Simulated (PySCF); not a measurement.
A structure optimised at PBE-D3(BJ)/def2-SVP, used in a PySCF frequency run:

```
N
C 1 1.4216
H 2 1.1122 1 110.83
H 2 1.1127 3 107.58 1 120.55
H 2 1.1141 3 108.76 4 117.14
Mo 1 1.7334 2 156.44 3 -112.53
F 6 1.8790 1 109.68 2 115.33
N 6 1.9310 1 104.14 2 -123.38
H 8 1.0240 6 125.17 1 -8.75
H 8 1.0263 9 111.06 6 -166.09
S 6 2.1454 1 107.84 2 -6.76
```

### Question
Write its SMILES and formula.

### Answer
C[N]=[Mo]([NH2])([F])=[S], CH5FMoN2S

### Question
What are its rotational constants (standard atomic weights)?

### Answer
1.9987, 1.6636, 1.3671 GHz
